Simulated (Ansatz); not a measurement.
`[F][AlH][SH]` + dimethylamine → `C[N](C)[AlH][F]` + H₂S at 400 K and 1 bar (ligand exchange at the Al–S bond).

Program: Ansatz. Geometries: PBE0-D4/def2-TZVP. ΔE: electronic, gas phase. CBS: MP2 limit from def2 TZ/QZ plus the TZ coupled-cluster correction, frozen cores. This one scheme is used for every species. One conformer a species, not always the lowest.

```csv
species,CCSD(T)/CBS energy (Eh),H − E (kJ/mol),S (J/(mol·K))
`[F][AlH][SH]`,-740.90186,71.8,313.9
`CNC`,-135.00321,264.6,293.2
`C[N](C)[AlH][F]`,-476.92428,274.8,378.8
H₂S,-398.97279,53.4,215.9
```

H − E and S are ideal-gas, rigid-rotor, harmonic terms from PBE0-D4/def2-TZVP, for one conformer and one mirror image of each species. 1 Eh = 2625.50 kJ/mol, R = 8.31446 J/(mol·K).

**Question.** By hand: ΔE, ΔH, ΔS and ΔG.

**Answer.** ΔE = (-476.92428) + (-398.97279) − (-740.90186) − (-135.00321) = 0.00800 Eh = 21.0 kJ/mol. Δ(H − E) = 274.8 + 53.4 − 71.8 − 264.6 = -8.2, so ΔH = 12.8 kJ/mol. ΔS = 378.8 + 215.9 − 313.9 − 293.2 = -12.4 J/(mol·K). ΔG = 12.8 − 400 × (-12.4)/1000 = 17.8 kJ/mol.

**Question.** By hand: the equilibrium constant, and the temperature at which ΔG would vanish if ΔH and ΔS stayed fixed.

**Answer.** log₁₀ K = −ΔG/(RT ln 10) = -2.3. ΔH and −TΔS have one sign here, so there is no such temperature.

TΔS isn't small against ΔH here. A doubt of 5 kJ/mol in ΔE shifts log₁₀ K by 0.7 here. Other conformers and mirror images would add mixing entropy, several J/(mol·K) or more a flexible species. These are equilibria of isolated gas molecules and say nothing of rates. Largest T1 diagnostic: 0.012 (customary marks: 0.02 for closed shells, 0.045 for open ones).

ΔS is within the doubt of such terms, so its sign, and with it that verdict, could turn.
